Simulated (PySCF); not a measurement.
C4H9NSi, SMILES N[SiH2]C1=CCC1. Atoms are numbered in the order given.

```xyz
15

N      2.3844    -0.0662     0.6200
Si     1.3186     0.0336    -0.7645
C     -0.4329    -0.0098    -0.1157
C     -0.9384    -0.3484     1.1039
C     -2.3796    -0.0712     0.7351
C     -1.8196     0.3218    -0.6741
H      2.3459     0.6971     1.3017
H      3.3595    -0.3288     0.4536
H      1.6442    -1.1545    -1.6337
H      1.4534     1.2597    -1.6478
H     -0.4569    -0.7002     2.0315
H     -2.8752     0.7534     1.2923
H     -3.0613    -0.9494     0.7480
H     -1.9753     1.3825    -0.9650
H     -2.1634    -0.3214    -1.5120
```
Charge 0, spin multiplicity 1.

The structure is a stationary point at PBE-D3(BJ)/def2-SVP. The structure was generated by enumeration, and PubChem lists no compound with its InChIKey, so it may never have been made. The values are those of a single conformer.

Computed with PBE-D3(BJ)/def2-SVP (PySCF).

Frequencies are harmonic and unscaled.

```json
[
 {"mode": "1", "ν (cm⁻¹)": "68", "IR (km/mol)": "1.4", "moving atoms (share of kinetic energy)": "H 34 %, C 33 %, N 22 %, Si 11 %"},
 {"mode": "2", "ν (cm⁻¹)": "109", "IR (km/mol)": "1.2", "moving atoms (share of kinetic energy)": "N 36 %, C 33 %, H 27 %"},
 {"mode": "3", "ν (cm⁻¹)": "154", "IR (km/mol)": "3.3", "moving atoms (share of kinetic energy)": "C 49 %, H 47 %"},
 {"mode": "4", "ν (cm⁻¹)": "202", "IR (km/mol)": "10.0", "moving atoms (share of kinetic energy)": "H 73 %, C 20 %"},
 {"mode": "5", "ν (cm⁻¹)": "326", "IR (km/mol)": "8.3", "moving atoms (share of kinetic energy)": "H 43 %, C 38 %, N 13 %"},
 {"mode": "6", "ν (cm⁻¹)": "339", "IR (km/mol)": "4.7", "moving atoms (share of kinetic energy)": "H 45 %, C 45 %"},
 {"mode": "7", "ν (cm⁻¹)": "422", "IR (km/mol)": "108.6", "moving atoms (share of kinetic energy)": "H 69 %, N 12 %, Si 11 %, C 8 %"},
 {"mode": "8", "ν (cm⁻¹)": "467", "IR (km/mol)": "64.2", "moving atoms (share of kinetic energy)": "Si 43 %, H 28 %, C 24 %"},
 {"mode": "9", "ν (cm⁻¹)": "590", "IR (km/mol)": "75.0", "moving atoms (share of kinetic energy)": "H 75 %, Si 16 %"},
 {"mode": "10", "ν (cm⁻¹)": "650", "IR (km/mol)": "9.1", "moving atoms (share of kinetic energy)": "H 95 %"},
 {"mode": "11", "ν (cm⁻¹)": "731", "IR (km/mol)": "1.7", "moving atoms (share of kinetic energy)": "H 81 %, C 18 %"},
 {"mode": "12", "ν (cm⁻¹)": "783", "IR (km/mol)": "12.6", "moving atoms (share of kinetic energy)": "H 57 %, N 33 %, Si 9 %"},
 {"mode": "13", "ν (cm⁻¹)": "839", "IR (km/mol)": "113.9", "moving atoms (share of kinetic energy)": "H 47 %, N 22 %, Si 21 %, C 9 %"},
 {"mode": "14", "ν (cm⁻¹)": "856", "IR (km/mol)": "14.7", "moving atoms (share of kinetic energy)": "C 72 %, H 23 %"},
 {"mode": "15", "ν (cm⁻¹)": "860", "IR (km/mol)": "6.5", "moving atoms (share of kinetic energy)": "H 86 %, C 14 %"},
 {"mode": "16", "ν (cm⁻¹)": "896", "IR (km/mol)": "134.3", "moving atoms (share of kinetic energy)": "H 70 %, C 15 %"},
 {"mode": "17", "ν (cm⁻¹)": "907", "IR (km/mol)": "8.7", "moving atoms (share of kinetic energy)": "C 50 %, H 49 %"},
 {"mode": "18", "ν (cm⁻¹)": "934", "IR (km/mol)": "109.1", "moving atoms (share of kinetic energy)": "H 53 %, C 41 %"},
 {"mode": "19", "ν (cm⁻¹)": "943", "IR (km/mol)": "77.9", "moving atoms (share of kinetic energy)": "H 88 %"},
 {"mode": "20", "ν (cm⁻¹)": "990", "IR (km/mol)": "0.2", "moving atoms (share of kinetic energy)": "C 53 %, H 47 %"},
 {"mode": "21", "ν (cm⁻¹)": "1046", "IR (km/mol)": "4.0", "moving atoms (share of kinetic energy)": "H 85 %, C 15 %"},
 {"mode": "22", "ν (cm⁻¹)": "1103", "IR (km/mol)": "17.7", "moving atoms (share of kinetic energy)": "C 68 %, H 30 %"},
 {"mode": "23", "ν (cm⁻¹)": "1117", "IR (km/mol)": "0.1", "moving atoms (share of kinetic energy)": "H 85 %, C 15 %"},
 {"mode": "24", "ν (cm⁻¹)": "1164", "IR (km/mol)": "1.3", "moving atoms (share of kinetic energy)": "C 52 %, H 48 %"},
 {"mode": "25", "ν (cm⁻¹)": "1176", "IR (km/mol)": "3.8", "moving atoms (share of kinetic energy)": "H 62 %, C 38 %"},
 {"mode": "26", "ν (cm⁻¹)": "1233", "IR (km/mol)": "13.6", "moving atoms (share of kinetic energy)": "C 60 %, H 40 %"},
 {"mode": "27", "ν (cm⁻¹)": "1378", "IR (km/mol)": "1.4", "moving atoms (share of kinetic energy)": "H 93 %"},
 {"mode": "28", "ν (cm⁻¹)": "1402", "IR (km/mol)": "0.7", "moving atoms (share of kinetic energy)": "H 86 %, C 14 %"},
 {"mode": "29", "ν (cm⁻¹)": "1494", "IR (km/mol)": "35.5", "moving atoms (share of kinetic energy)": "H 90 %, N 10 %"},
 {"mode": "30", "ν (cm⁻¹)": "1592", "IR (km/mol)": "13.9", "moving atoms (share of kinetic energy)": "C 93 %"},
 {"mode": "31", "ν (cm⁻¹)": "2086", "IR (km/mol)": "184.4", "moving atoms (share of kinetic energy)": "H 97 %"},
 {"mode": "32", "ν (cm⁻¹)": "2146", "IR (km/mol)": "126.5", "moving atoms (share of kinetic energy)": "H 97 %"},
 {"mode": "33", "ν (cm⁻¹)": "2968", "IR (km/mol)": "39.2", "moving atoms (share of kinetic energy)": "H 95 %"},
 {"mode": "34", "ν (cm⁻¹)": "2978", "IR (km/mol)": "35.9", "moving atoms (share of kinetic energy)": "H 95 %"},
 {"mode": "35", "ν (cm⁻¹)": "3019", "IR (km/mol)": "5.4", "moving atoms (share of kinetic energy)": "H 90 %, C 10 %"},
 {"mode": "36", "ν (cm⁻¹)": "3035", "IR (km/mol)": "24.6", "moving atoms (share of kinetic energy)": "H 90 %, C 10 %"},
 {"mode": "37", "ν (cm⁻¹)": "3111", "IR (km/mol)": "13.1", "moving atoms (share of kinetic energy)": "H 91 %, C 9 %"},
 {"mode": "38", "ν (cm⁻¹)": "3480", "IR (km/mol)": "16.2", "moving atoms (share of kinetic energy)": "H 96 %"},
 {"mode": "39", "ν (cm⁻¹)": "3574", "IR (km/mol)": "17.7", "moving atoms (share of kinetic energy)": "H 91 %, N 9 %"}
]
```
